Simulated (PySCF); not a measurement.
A calculated (LC-wPBE, PySCF 2.14, aug-cc-pwCVTZ-DK3, scalar relativity by spin-free X2C-1e) atom or ion has these occupied shells.

```json
{"shell": "1s", "electrons": "2", "orbital energy (eV)": "-34305.5", "rms radius, mean of both spins (bohr)": "0.0305"}
{"shell": "2s", "electrons": "2", "orbital energy (eV)": "-5345.3", "rms radius, mean of both spins (bohr)": "0.124"}
{"shell": "2p", "electrons": "6", "orbital energy (eV)": "-4801.2", "rms radius, mean of both spins (bohr)": "0.111"}
{"shell": "3s", "electrons": "2", "orbital energy (eV)": "-1098.5", "rms radius, mean of both spins (bohr)": "0.327"}
{"shell": "3p", "electrons": "6", "orbital energy (eV)": "-922.16", "rms radius, mean of both spins (bohr)": "0.327"}
{"shell": "3d", "electrons": "10", "orbital energy (eV)": "-658.65", "rms radius, mean of both spins (bohr)": "0.305"}
{"shell": "4s", "electrons": "2", "orbital energy (eV)": "-203.30", "rms radius, mean of both spins (bohr)": "0.762"}
{"shell": "4p", "electrons": "6", "orbital energy (eV)": "-147.35", "rms radius, mean of both spins (bohr)": "0.817"}
{"shell": "4d", "electrons": "10", "orbital energy (eV)": "-64.834", "rms radius, mean of both spins (bohr)": "0.948"}
{"shell": "5s", "electrons": "2", "orbital energy (eV)": "-25.396", "rms radius, mean of both spins (bohr)": "2.02"}
{"shell": "5p", "electrons": "6", "orbital energy (eV)": "-12.266", "rms radius, mean of both spins (bohr)": "2.46"}
```

(1) Name the element and its charge.

## Answers

(1) Xe (xenon, neutral), in [Xe], closed-shell 1S.
